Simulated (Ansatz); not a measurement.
`[NH2][Nb](=[O])([Cl])[Cl]` + H₂O → `[NH2][Nb](=[O])([OH])[Cl]` + HCl at 298.15 K and 1 bar (formal hydrolysis of the Nb–Cl bond).

Gas-phase electronic energies from Ansatz, PBE0-D4/def2-TZVP geometries. CBS: MP2 limit from def2 TZ/QZ plus the TZ coupled-cluster correction, frozen cores. This one scheme is used for every species. Elements past krypton have def2 core potentials. For Nb outer-core shells are correlated without core-valence functions, which leaves a few kJ/mol of doubt a bond. One conformer a species, not always the lowest.

| species | CCSD(T)/CBS energy (Eh) | H − E (kJ/mol) | S (J/(mol·K)) |
| --- | --- | --- | --- |
| `[NH2][Nb](=[O])([Cl])[Cl]` | -1107.78178 | 104.1 | 364.2 |
| H₂O | -76.37941 | 66.4 | 188.7 |
| `[NH2][Nb](=[O])([OH])[Cl]` | -723.76288 | 134.9 | 364.2 |
| HCl | -460.38127 | 26.6 | 186.8 |

H − E and S are ideal-gas, rigid-rotor, harmonic terms from PBE0-D4/def2-TZVP, for one conformer and one mirror image of each species. 1 Eh = 2625.50 kJ/mol, R = 8.31446 J/(mol·K).

Task: By hand: ΔE, ΔH, ΔS and ΔG.

Result: ΔE = (-723.76288) + (-460.38127) − (-1107.78178) − (-76.37941) = 0.01704 Eh = 44.7 kJ/mol. Δ(H − E) = 134.9 + 26.6 − 104.1 − 66.4 = -9.0, so ΔH = 35.7 kJ/mol. ΔS = 364.2 + 186.8 − 364.2 − 188.7 = -1.9 J/(mol·K). ΔG = 35.7 − 298.15 × (-1.9)/1000 = 36.3 kJ/mol.

Task: By hand: the equilibrium constant, and the temperature at which ΔG would vanish if ΔH and ΔS stayed fixed.

Result: log₁₀ K = −ΔG/(RT ln 10) = -6.4. ΔH and −TΔS have one sign here, so there is no such temperature.

The number of gas molecules stays the same, so ΔS is small and ΔH decides. A doubt of 5 kJ/mol in ΔE shifts log₁₀ K by 0.9 here. Other conformers and mirror images would add mixing entropy, several J/(mol·K) or more a flexible species. These are equilibria of isolated gas molecules and say nothing of rates. Largest T1 diagnostic: 0.022 (customary marks: 0.02 for closed shells, 0.045 for open ones).

ΔS is within the doubt of such terms, so its sign, and with it that verdict, could turn.
